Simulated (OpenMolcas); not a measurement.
**4d⁷ along the 43-electron sequence**

```json
{
  "Program": "OpenMolcas",
  "Method": "SS-CASPT2, IPEA 0.25 Eh, imaginary shift 0.1 Eh",
  "Basis": "ANO-RCC-VTZP",
  "Scalar Hamiltonian": "DKH2, point nucleus",
  "Spin-orbit coupling": "state interaction with AMFI integrals over the reference wave functions, term energies averaged over their components"
}
```

Active space for each ion: 7 electrons in 5 orbitals (4d); closed shells correlated by CASPT2: 4s 4p.

Computed levels in cm-1 above ⁴F_9/2:

| Level | Rh2+ | Pd3+ | Ag4+ |
| --- | --- | --- | --- |
| ⁴F_7/2 | 2090 | 2780 | 3500 |
| ⁴F_5/2 | 3420 | 4490 | 5580 |
| ⁴F_3/2 | 4270 | 5550 | 6860 |
| ⁴P_5/2 | 11800 | 13570 | 15510 |
| ⁴P_3/2 | 11980 | 13560 | 15310 |
| ⁴P_1/2 | 13280 | 15460 | 17810 |
| ²G_9/2 | 13610 | 15430 | 17450 |
| ²G_7/2 | 15680 | 18160 | 20870 |
| ²H_11/2 | 18070 | 20550 | 23310 |
| weight of ⁴F in the lowest level (%) | 98 | 97 | 97 |

Mixed levels, with the weight of the term that names them: Ag4+ ⁴P_3/2 (73 %).

Measured, with the error of the calculation in %. Measured levels: Rh2+ from the list in Shadmi, J. Res. Natl. Bur. Stand. 70A, 435 (1966); Ag4+ from the list in Gamrath, thesis, University of Mons (2023).

| Level | Rh2+ | Ag4+ |
| --- | --- | --- |
| ⁴F_7/2 | 2148 (-2.7) | 3690 (-5.2) |
| ⁴F_5/2 | 3486 (-1.8) | 5816 (-4.0) |
| ⁴F_3/2 | 4322 (-1.2) | 7097 (-3.3) |
| ⁴P_5/2 | 11062 (+6.7) | 14899 (+4.1) |
| ⁴P_3/2 | 10997 (+8.9) | 14204 (+7.8) |
| ⁴P_1/2 |  | 17067 (+4.3) |
| ²G_9/2 |  | 16875 (+3.4) |
| ²G_7/2 |  | 20442 (+2.1) |
| ²H_11/2 |  | 22532 (+3.5) |

The fine-structure level ⁴F_3/2 changes by a factor of 1.61 from Rh2+ to Ag4+. Its fourth root runs 8.08, 8.63, 9.10, with steps per unit of Z of 0.55, 0.47; equal steps would mean a (Z - σ)^4 law with constant σ.

⁴P_5/2 changes by a factor of 1.31 over the same range, with steps per unit of Z of +1770, +1940 cm-1.

Term energies are means over components that CASPT2 splits; among the terms shown or strongly mixed into the levels shown the widest spread is 850 cm-1 (4d⁷ ²H, Pd3+). The CASPT2 spread within a term exceeds the gap to the next term for 4d⁷ ²P and 4d⁷ ²H, so the order of their levels is uncertain. Levels of configurations with an s electron are missing; early in the row they begin among the upper levels of the d shell and mix with terms of their name (holds for Rh2+). Measured partners are found by configuration, term and J. A level has none where our copy of the source lacks it or the pairing is in doubt (some pairs that miss far off the trend of their configuration count as doubtful), and it then counts in no deviation. Only configurations of the active space appear.
